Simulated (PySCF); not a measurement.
## Yb³⁺: ionisation energy

Yb³⁺ [Xe] 4f13 [4f5/2^6 4f7/2^7, M_J = 7/2] → Yb⁴⁺ [Xe] 4f12 [4f5/2^6 4f7/2^6, M_J = 6], as a difference of total energies. Calculation: PySCF 2.14, in x2c-TZVPPall-2c (11s11p10d4f2g, 140 functions); the two-component X2C-1e Hamiltonian. Correlated levels: [Ar] 3d10 frozen; the 18 highest virtual spinors dropped. "Screened" scales the spin-orbit matrix elements by Boettger's factors to mimic the two-electron term; Breit and QED terms are absent.

| method | ionisation energy (eV) |
| --- | --- |
| GHF (spin-free) | 39.884 |
| GMP2 (spin-free) | 44.933 |
| GHF (screened spin-orbit) | 39.334 |
| GMP2 (screened spin-orbit) | 44.387 |

The spin-free rows relax to the high-spin LS determinant and lack the spin-orbit shift.

The labels give the starting determinants; with spin-orbit coupling the two ends relaxed to ⟨J²⟩ = 15.76, ⟨L²⟩ = 12.11, ⟨S²⟩ = 0.85 and ⟨J²⟩ = 42.01, ⟨L²⟩ = 30.20, ⟨S²⟩ = 2.08.

Q: Which method comes closest to the reference value, and which is furthest?

A: The reference is 43.61 ± 0.04 eV (semi-empirical (NIST evaluation); NIST Atomic Spectra Database, ionization energies). Closest: GMP2 (screened spin-orbit) (error 0.777 eV); furthest: GHF (screened spin-orbit) (error -4.276 eV).
